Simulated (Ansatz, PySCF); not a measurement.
Isomers of H2OSi: 1 is O[SiH], 2 is O=[SiH2]; one conformer of each (the lowest of an xTB search), B3LYP-D3(BJ)/def2-TZVP minima.
Isomer 1 (charge 0, multiplicity 1):
```xyz
4

O     -0.899     0.353     0.015
Si     0.693     0.819     0.016
H     -1.122    -0.583    -0.007
H      1.328    -0.589    -0.024
```
Isomer 2 (charge 0, multiplicity 1):
```xyz
4

O      1.2747    -0.4600     0.4308
Si     0.0284    -0.0103    -0.3129
H     -1.0948    -0.9078    -0.6671
H     -0.2083     1.3781    -0.7702
```

No zero-point or thermal terms.

Codes used: Ansatz (an electronic-structure program); PySCF for M06-2X, the dispersion terms. Values without a source in brackets are computed.

### Question
Give the electronic energy of isomer 2 less that of isomer 1 at the level revPBE/def2-TZVPP.

### Answer
-0.5 kcal/mol

### Question
What is the computed electronic energy of isomer 2 less that of isomer 1 (M06-2X/def2-TZVPP)?

### Answer
4.2 kcal/mol

### Question
Give the electronic energy of isomer 2 less that of isomer 1 at the level BLYP-D4/def2-TZVPP.

### Answer
-0.9 kcal/mol
